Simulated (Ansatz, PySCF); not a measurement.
# Hg2H4 in two programs

Hg2H4 (singlet; a saddle point, relaxed within its symmetry), relaxed with PySCF 2.14.0, RKS B3LYP, Hg def2-SVP with ECP60, H def2-SVP; non-relativistic Hamiltonian with scalar-relativistic core potentials where named; density fitting; no spin-orbit coupling:

```xyz
6

Hg   -0.6485    0.0000    1.9732
Hg    0.6485    0.0000   -1.9732
H     1.6048    0.0000   -0.6060
H    -1.6048    0.0000    0.6060
H     0.2926    0.0000    3.3429
H    -0.2926    0.0000   -3.3429
```

There the HOMO–LUMO gap is 6.67 eV. 

The same geometry by Ansatz 0.2.0 (PBE, PAW, a periodic box with 9 Å of vacuum):

| spin-orbit coupling | gap (eV) | largest force component (eV/Å) |
| --- | --- | --- |
| without | 5.22 | 0.11 |

What does the run with spin-orbit coupling give?

gap (eV): 5.15, largest force component (eV/Å): 0.21. It took 17 s on 2 threads of Arm Neoverse V2, on a shared host, peak memory 2 GiB.

The spin-orbit runs use fully relativistic datasets of their own, so changes of a few hundredths of an eV needn't come from the coupling.

The two programs differ in functional, so their gaps don't test each other.
